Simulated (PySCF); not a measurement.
YBr2, SMILES [Br][Y][Br] (connectivity only; charge and spin as stated), neutral, multiplicity 2.

Geometry: B3LYP-D3(BJ)/def2-SVP. The def2 effective core potentials stand for the cores of Y; spin–orbit coupling is left out.

Two levels are set side by side: PBE/def2-TZVPD (PySCF) and PBE0/def2-TZVPD (PySCF). Same geometry, gas phase. Differences are taken from unrounded values.

```
quantity                      PBE0
---------------------------  -----
α-spin orbital gap (eV)       2.62
β-spin orbital gap (eV)       5.81
dipole moment (D)             2.89
mean polarisability (bohr³)  137.8
```

Q: What does PBE give, and how far is it from PBE0? (The exact figures need the calculation; the answer reports its results.)

A: 
| quantity | PBE | PBE minus PBE0 |
|---|---|---|
| α-spin orbital gap (eV) | 0.94 | -1.68 |
| β-spin orbital gap (eV) | 3.90 | -1.91 |
| dipole moment (D) | 2.70 | -0.19 |
| mean polarisability (bohr³) | 138.1 | 0.3 |

Rough cost on one machine, each run with all the roots and properties that it gave: PBE0 against PBE within a factor of 2.
